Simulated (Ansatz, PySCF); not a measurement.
Pair of molecules: C2H4 (SMILES C=C) (first 6 atoms) with CH4O (SMILES CO); geometry from B3LYP-D3(BJ)/def2-TZVP, rigid monomers moved along the line of their centres of mass till C2···H12 is 4.34 Å.
(charge 0, multiplicity 1):
```
atom    x (Å)    y (Å)    z (Å)
----  -------  -------  -------
C      0.5947  -0.2668  -0.0486
C     -0.6463   0.2019  -0.0443
H      0.8193  -1.2824  -0.3511
H      1.4361   0.3478   0.2483
H     -0.8696   1.2185   0.2562
H     -1.4879  -0.4110  -0.3431
C      0.1221   0.3002   5.6966
O     -0.3430  -0.9104   5.1256
H      1.1588   0.5204   5.4152
H      0.0804   0.1829   6.7791
H     -0.5041   1.1569   5.4202
H     -0.3109  -0.8216   4.1648
```

Interaction energies are E(AB) − E(A) − E(B) at the monomers' geometry in the complex; basis-set methods are counterpoise corrected.

Correlated levels freeze the cores.

The values were computed with Ansatz (an electronic-structure program) with Gaussian orbitals; PySCF for the dispersion terms. 

Q: Estimate the interaction energy that PBE-D4/def2-TZVPPD returns for this input.

A: -0.5 kcal/mol
